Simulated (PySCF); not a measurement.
Work out the structure from these simulated measurements.

Formula: C6H11NSi.

- NMR, other nuclei: isotropic shieldings of nuclei other than C and H, by class: -31 (1 N), 389 (1 Si) ppm [GIAO PBE0/pcSseg-1]
- Dipole: 4.15 D [PBE0/def2-SVPD]
- UV, strongest line: among the 6 lowest singlet transitions: S2 at 7.43 eV (167 nm, f = 0.034) [TDDFT PBE0/def2-SVPD]
- Triplet: lowest triplet excitation (Tamm–Dancoff): 6.26 eV [TDA PBE0/def2-SVPD]
- Polarisability: 94.9 au [PBE0/def2-SVPD]
- 13C NMR: chemical shifts (computed TMS as zero) by class: 126.5 (1 C), 31.7 (1 C), 29.0 (1 C), 28.3 (1 C), 10.3 (1 C), 9.2 (1 C) ppm [GIAO PBE0/pcSseg-1]
- UV, first state: lowest singlet excitation: 7.20 eV (172 nm, f = 0.001) [TDDFT PBE0/def2-SVPD]
- Rotational structure: rotational constants A, B, C: 2.222, 1.573, 1.253 GHz [GFN2-xTB]
- 1H NMR: chemical shifts (computed TMS as zero) by class: 4.30 (1 H), 4.23 (1 H), 2.29 (1 H), 2.22 (1 H), 2.00 (1 H), 1.88 (1 H), 1.69 (1 H), 1.46 (1 H), 1.31 (1 H), 1.22 (1 H), 0.99 (1 H) ppm [GIAO PBE0/pcSseg-1]

Gas-phase values; electronic properties from PySCF, density fitting. Levels stand in brackets. Geometry: GFN2-xTB, one conformer, isolated molecule. Each NMR value is the plain mean over a class of atoms that symmetry, rotation or inversion makes alike.

**Question.** Propose a structure and show how it fits.

**Answer.** Numbering: `[N:1]#[C:2][C@H:3]1[CH2:4][CH2:5][CH2:6][CH2:7][SiH2:8]1`. Its formula, C6H11NSi, gives 3 degrees of unsaturation: 1 ring and 2 π bonds in the structure found. 6 carbons fall into 6 classes; from least to most shielded: nitrile carbon [C2] (126.5 ppm), ring CH2 carbon [C4] (31.7 ppm), ring CH2 carbon [C6] (29.0 ppm), ring CH2 carbon [C5] (28.3 ppm), ring sp3 carbon bound to silicon [C3] (10.3 ppm), ring sp3 carbon bound to silicon [C7] (9.2 ppm). Hydrogen classes from least to most shielded: 1 H on an SiH2 silicon, Si8 (4.30 ppm), 1 H on an SiH2 silicon, Si8 (4.23 ppm), 1 H on a ring CH2 carbon, C4 (2.29 ppm), 1 H on a ring CH2 carbon, C6 (2.22 ppm), 1 H on an sp3 carbon bound to silicon, C3 (2.00 ppm), 1 H on a ring CH2 carbon, C5 (1.88 ppm), 1 H on a ring CH2 carbon, C5 (1.69 ppm), 1 H on a ring CH2 carbon, C4 (1.46 ppm), 1 H on a ring CH2 carbon, C6 (1.31 ppm), 1 H on an sp3 carbon bound to silicon, C7 (1.22 ppm), 1 H on an sp3 carbon bound to silicon, C7 (0.99 ppm). The other shieldings belong to: -31 ppm, nitrile nitrogen [N1]; 389 ppm, SiH2 silicon [Si8]. The optimised geometry has point group C1 and is an asymmetric top. Structure: `N#C[C@H]1CCCC[SiH2]1`. Computed isomers that give other values at the same levels: `C[SiH2]C/C=C\CC#N` (13C chemical shifts (computed TMS as zero) by class: 140.2 (1 C), 123.4 (1 C), 122.8 (1 C), 18.6 (1 C), 16.1 (1 C), -5.7 (1 C) ppm); `CC[Si@H]1C[C@H](C#N)C1` (13C chemical shifts (computed TMS as zero) by class: 130.0 (1 C), 20.0 (2 C), 18.7 (1 C), 11.9 (1 C), 9.2 (1 C) ppm); `N[SiH2]C#CCC1CC1` (13C chemical shifts (computed TMS as zero) by class: 114.4 (1 C), 88.8 (1 C), 28.0 (1 C), 14.2 (1 C), 7.0 (2 C) ppm). The assignments are read from this structure; whether some other isomer fits the data as well wasn't checked. The mirror image fits equally.
